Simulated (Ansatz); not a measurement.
Cost and result for the atomization energy of CH$_{5}$AlFNSi, SMILES `F[C@H]1N[Si@@H]1[AlH2]` (10 atoms, 10 bonds).

```xyz
10

F    -0.486    1.523   -2.266
C     0.120    0.733   -1.319
N     0.636    1.434   -0.208
Si   -0.665    0.402    0.355
Al   -0.164   -1.765    1.339
H     0.754    0.007   -1.828
H     1.626    1.414   -0.017
H    -1.874    1.192    0.700
H    -1.221   -2.572    2.204
H     1.274   -2.367    1.038
```

Charge 0, multiplicity 1. The structure was optimised at the PBE0-D4/def2-TZVP level. Program: Ansatz. All runs use 4 threads of a server CPU on a shared host. Times are those of one run each, without the atoms' runs, and a repeat can differ threefold. Electronic energies, without spin–orbit coupling; frozen cores. CCSD(T)/CBS adds CCSD(T) − MP2 in def2-TZVPP to the MP2 limit, and its time is that of the two runs behind it. T1 = 0.015. HSE06 is the plane-wave form, built on full-range PBE exchange.

CCSD(T)/CBS is a level of theory with its own doubt, some kJ/mol a heavy atom from the limit and from the frozen cores, so smaller differences don't rank the functionals.

```csv
level,functions,wall time,atomization (kcal/mol),difference from CCSD(T)/CBS,per bond
BLYP-D4/def2-TZVPP,247,2.6 s,760.7,2.2,0.2
revPBE-D4/def2-TZVPP,247,2.6 s,757.5,-1.0,-0.1
BHLYP-D4/def2-TZVPP,247,3.7 s,730.8,-27.7,-2.8
HSE06-D4/def2-TZVPP,247,3.8 s,759.7,1.2,0.1
CCSD(T)/def2-SVP,103,4.6 s,701.5,-57.0,-5.7
CAM-B3LYP-D4/def2-TZVPP,247,5.5 s,762.5,4.0,0.4
r2SCANh-D4/def2-TZVPP,247,6.5 s,755.0,-3.5,-0.4
PBE-QIDH/def2-TZVPP,247,6.5 s,749.6,-8.9,-0.9
B97M-V/def2-TZVPP,247,11 s,768.1,9.6,1.0
ωB97M-V/def2-TZVPP (with forces),247,14 s,761.6,3.1,0.3
MP2/def2-QZVPP,461,30 s,760.9,2.4,0.2
CCSD(T)/def2-TZVPP,247,2.6 min,733.3,-25.2,-2.5
CCSD(T)/CBS(def2),–,3.1 min,758.5,0.0,0.0
```

From r2SCAN to r2SCAN0 (25 % exact exchange), in def2-TZVPP and without D4, the atomization energy moves by −17.2 kcal/mol: exact exchange takes away binding that semilocal exchange gives to molecules. The D4 term adds +7.8 kcal/mol with B3LYP and +4.1 kcal/mol with PBE0; it sums over pairs of atoms, weighted by their polarisabilities, and B3LYP, whose exchange is more repulsive, gets the larger term. At CCSD(T), def2-SVP lies −57.0 kcal/mol from the extrapolated value and def2-TZVPP −25.3 kcal/mol: correlation converges slowly with the basis, and small sets miss more of it in the bonded molecule than in its fragments.

B3LYP here is the variant with VWN-RPA as its local correlation; programs differ in this.
